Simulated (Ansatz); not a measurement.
`[NH2][Zn][CH2]F` → `N[CH2][Zn][F]`  (isomerisation)

Isolated molecules relaxed with PBE0-D4/def2-TZVP in Ansatz; ΔE leaves out vibrations. CCSD(T)/CBS is the MP2 limit (def2-TZVPP, def2-QZVPP) plus CCSD(T) − MP2 in def2-TZVPP, frozen cores. DFT in def2-TZVPP. B3LYP here is the variant with VWN-RPA as its local correlation; programs differ in this. For Zn outer-core shells are correlated without core-valence functions, which leaves a few kJ/mol of doubt a bond. Scalar relativity is left out up to krypton. One conformer a species, not always the lowest.

`[NH2][Zn][CH2]F`:

Cartesian coordinates in Å:
```
N 2.136 0.249 0.090
Zn 0.334 0.026 0.051
C -1.597 -0.257 0.124
F -2.191 0.107 -1.090
H 2.721 -0.342 -0.481
H 2.519 1.183 0.081
H -2.069 0.338 0.912
H -1.852 -1.305 0.313
```

`N[CH2][Zn][F]`:

Cartesian coordinates in Å:
```
N 1.100 0.108 -0.607
C -0.290 0.384 -0.255
Zn -0.790 -0.553 1.365
F -1.237 -1.401 2.836
H 1.225 -0.854 -0.892
H 1.395 0.684 -1.388
H -0.382 1.446 -0.008
H -1.021 0.186 -1.051
```

```csv
level,ΔE (kcal/mol),difference from CCSD(T)/CBS
PBE-D4,-18.8,1.5
r2SCAN-D4,-18.9,1.4
PBE0-D4,-19.4,0.9
B3LYP-D4,-19.0,1.3
ωB97X-V,-19.2,1.1
ωB97M-V,-18.8,1.5
B2PLYP,-19.2,1.1
PBE,-18.6,1.7
r2SCAN,-18.9,1.4
PBE0,-19.2,1.1
B3LYP,-18.7,1.6
HF/def2-TZVPP,-20.4,-0.1
MP2/def2-TZVPP,-20.0,0.3
SCS-MP2/def2-TZVPP,-19.8,0.5
CCSD/def2-TZVPP,-19.6,0.7
CCSD(T)/def2-TZVPP,-19.3,1.0
HF/def2-QZVPP,-21.2,-0.9
MP2/def2-QZVPP,-20.9,-0.6
SCS-MP2/def2-QZVPP,-20.7,-0.4
HF/CBS(def2),-21.3,-1.0
MP2/CBS(def2),-21.0,-0.7
CCSD/CBS(def2),-20.6,-0.3
CCSD(T)/CBS,-20.3,0
```

Largest T1 diagnostic among the species: 0.015.
